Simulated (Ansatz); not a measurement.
A single point on `C[O][TiH]12345678([C@H]9[C@@H]1[C@@H]2[C@@H]3[C@H]94)[C@H]1[C@@H]5[C@@H]6[C@@H]7[C@H]18`.

```yaml
crystal:
  periodic: [false, false, false]
  atoms:
    - {symbol: C, position_ang: [-1.216929, -2.468104, 1.281758]}
    - {symbol: O, position_ang: [-0.262138, -1.649220, 0.715391]}
    - {symbol: Ti, position_ang: [0.176576, 0.031210, 0.149048]}
    - {symbol: C, position_ang: [-1.450589, 1.066308, -1.206740]}
    - {symbol: C, position_ang: [-0.826312, 2.091024, -0.457837]}
    - {symbol: C, position_ang: [-1.113839, 1.877410, 0.901859]}
    - {symbol: C, position_ang: [-1.940682, 0.734356, 0.992351]}
    - {symbol: C, position_ang: [-2.156097, 0.245487, -0.305134]}
    - {symbol: C, position_ang: [2.040414, 1.161860, -0.854108]}
    - {symbol: C, position_ang: [2.533390, 0.363672, 0.200073]}
    - {symbol: C, position_ang: [2.306837, -0.986525, -0.141195]}
    - {symbol: C, position_ang: [1.659419, -1.022312, -1.387557]}
    - {symbol: C, position_ang: [1.488824, 0.306594, -1.828593]}
    - {symbol: H, position_ang: [-1.327029, -3.390918, 0.697457]}
    - {symbol: H, position_ang: [-2.205200, -1.989861, 1.344889]}
    - {symbol: H, position_ang: [-0.920192, -2.751648, 2.299078]}
    - {symbol: H, position_ang: [0.706063, 0.578841, 1.636048]}
    - {symbol: H, position_ang: [-1.427189, 0.954016, -2.279424]}
    - {symbol: H, position_ang: [-0.224784, 2.890429, -0.859817]}
    - {symbol: H, position_ang: [-0.784336, 2.487018, 1.727399]}
    - {symbol: H, position_ang: [-2.295235, 0.288716, 1.909241]}
    - {symbol: H, position_ang: [-2.711391, -0.643302, -0.565706]}
    - {symbol: H, position_ang: [2.068633, 2.239410, -0.892842]}
    - {symbol: H, position_ang: [3.028104, 0.720527, 1.088527]}
    - {symbol: H, position_ang: [2.512788, -1.838168, 0.487218]}
    - {symbol: H, position_ang: [1.310491, -1.909038, -1.894933]}
    - {symbol: H, position_ang: [1.030425, 0.612221, -2.756441]}
basis:
  gaussian: {orbitals: def2-TZVPP}
hamiltonian: {xc: pbe}
correlation: {method: rpa}
```

```sh
$ ansatz run in.yaml --threads 11 --pin off --events-out ev --progress --plain --max-ram 174080MiB --backend cuda --devices 0, --max-vram 75GiB
```

It prints (some lines left out):

```
Functional definition: PBE
3827 factors; integrals over basis functions are off by at most 1.3e-3 eV
mean field evaluation 1: about -36745.0255 eV, gradient 1.2e2 eV
mean field evaluation 2: about -36745.0089 eV, gradient 1.2e2 eV
mean field evaluation 4: about -36753.1556 eV, gradient 1.1e2 eV
mean field evaluation 8: about -36771.9904 eV, gradient 7.5e1 eV
mean field evaluation 16: about -36781.2093 eV, gradient 2.9e-6 eV
mean field -36781.20929084 eV, -1351.6845102392 hartree, gradient 3.0e-6 eV, S^2 0.000000; 1 other end points of the search recorded, 0 dependent functions left out
17 core orbitals not correlated: weight in the atoms' cores, before any rotation towards them, 1.000 or more for the frozen orbitals, at most 0.000 for the correlated occupied ones
reference -36680.69011182 eV, -1347.9904985448 hartree; 38, 38 occupied and 577, 577 virtual orbitals, 3827 factors
Total energy: -36788.28435052 eV, -1351.9445138868 hartree
```

Run time 10 s (11 threads of an AMD EPYC 7R13 on a shared host and a whole NVIDIA H100 80 GB); peak host memory 4.9 GiB.
